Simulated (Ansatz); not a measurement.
Job for Ansatz (an electronic-structure program): R-wB97M-V/def2-TZVPPD on C2H5Ga (SMILES C=[CH][GaH2]) with ghost functions. Files ending in .json are basis or fitting sets from the Basis Set Exchange.

Ansatz 0.2 input:
```yaml
crystal:
  periodic: [false, false, false]
  atoms:
    - {symbol: C, position_ang: [-2.09771241, 0.72574922, 0.84035237]}
    - {symbol: C, position_ang: [-0.80056510, 0.96829850, 0.63759021]}
    - {symbol: Ga, position_ang: [0.58591417, -0.44820562, 0.78712216]}
    - {symbol: H, position_ang: [-2.46736429, -0.27562250, 1.04768516]}
    - {symbol: H, position_ang: [-2.85899081, 1.50101804, 0.79122098]}
    - {symbol: H, position_ang: [-0.52258509, 1.99766768, 0.41582842]}
    - {symbol: H, position_ang: [0.04333480, -1.93381441, 0.80698346]}
    - {symbol: H, position_ang: [2.08954565, -0.13578614, 0.46329397]}
basis:
  gaussian:
    orbitals: def2-TZVPPD.json
    ghost_atoms:
      - {symbol: O, position_ang: [0.59464903, -0.22441224, 3.02114324]}
      - {symbol: H, position_ang: [-0.22889100, 0.26915628, 3.14754384]}
      - {symbol: H, position_ang: [0.48160009, -1.07547103, 3.46236789]}
hamiltonian:
  xc: {name: wB97M-V}
scf: {lower_state_search: off}
```

The log:

```
WARN ansatz: RAYON_NUM_THREADS=1 ignored (pool sized by the plan → 1); use --threads N
Functional definition: wB97M-V
these checks for a lower state are left out or cut short: stability, starts, cluster_reference, orbital_swaps, neighbouring_geometries, increment
integrals: 0.33 GiB planned
1336 factors; their error is unknown
integrals: 0.37 GiB planned
423 factors; integrals over basis functions are off by at most 1.8e-5 eV
mean field: 1.84 GiB planned
mean field evaluation 1: about -54524.8730 eV, gradient 4.3e1 eV
mean field evaluation 2: about -54525.9989 eV, gradient 3.9e1 eV
mean field evaluation 4: about -54528.7437 eV, gradient 1.9e0 eV
mean field evaluation 8: about -54528.7575 eV, gradient 9.4e-2 eV
mean field evaluation 16: about -54528.8383 eV, gradient 6.5e-5 eV
mean field -54528.83834669 eV, -2003.8978482668 hartree, gradient 6.9e-6 eV, S^2 0.000000; 0 other end points of the search recorded, 0 dependent functions left out
reference -54528.83841641 eV, -2003.8978508289 hartree; 24, 24 occupied and 263, 263 virtual orbitals, 1336 factors
Total energy: -54528.83841641 eV, -2003.8978508289 hartree
Checks for a lower state left out: stability, starts, cluster_reference, orbital_swaps, neighbouring_geometries, increment
```

The run converged.

Cost: roughly 21 core-seconds.
